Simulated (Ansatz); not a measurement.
System: Ge5H12, net charge 0, singlet state. SMILES: [GeH3][GeH2][GeH2][GeH2][GeH3]
Geometry from a B3LYP-D3(BJ)/def2-TZVP (Ansatz, a program for electronic structure) optimisation:
```xyz
17

Ge     3.0687     0.3148    -1.0864
Ge     2.0603     0.9163     1.0503
Ge    -0.0739    -0.2427     1.2976
Ge    -1.4308     0.0559    -0.7082
Ge    -3.6079    -1.0224    -0.5041
H      4.4703     0.9319    -1.2417
H      2.1786     0.8154    -2.2376
H      3.1897    -1.2158    -1.1975
H      3.0145     0.5623     2.2093
H      1.8155     2.4385     1.0887
H     -0.8444     0.2728     2.5306
H      0.1836    -1.7496     1.5041
H     -1.6160     1.5639    -0.9748
H     -0.6677    -0.5329    -1.9125
H     -4.3748    -0.4274     0.6904
H     -4.4520    -0.8295    -1.7772
H     -3.4210    -2.5308    -0.2606
```
Charge 0, spin multiplicity 1.

Property: vertical triplet-singlet gap (E(triplet) - E(singlet); each state is the SCF solution reached for its spin), in kcal/mol. Valence correlation only, unless marked. Open shells are spin-unrestricted. No spin-orbit coupling. Frozen are the shells of the preceding noble gas and the d and f shells that filled before the atom's block. Non-relativistic. 

| level | program | vertical triplet-singlet gap (kcal/mol) |
|---|---|---|
| HF/aug-cc-pVTZ | Ansatz | 133.8 |
| B3LYP/def2-TZVPD | Ansatz | 118.3 |
| PBE0/def2-TZVPD | Ansatz | 120.7 |
| BHLYP/def2-TZVPD | Ansatz | 127.4 |
| CAM-B3LYP/def2-TZVPD | Ansatz | 125.8 |
| wB97M-V/def2-TZVPD | Ansatz | 126.8 |
| MP2/aug-cc-pVDZ | Ansatz | 130.7 |
| RI-MP2/aug-cc-pVTZ | Ansatz | 130.9 |
| CCSD/aug-cc-pVDZ | Ansatz | 129.8 |
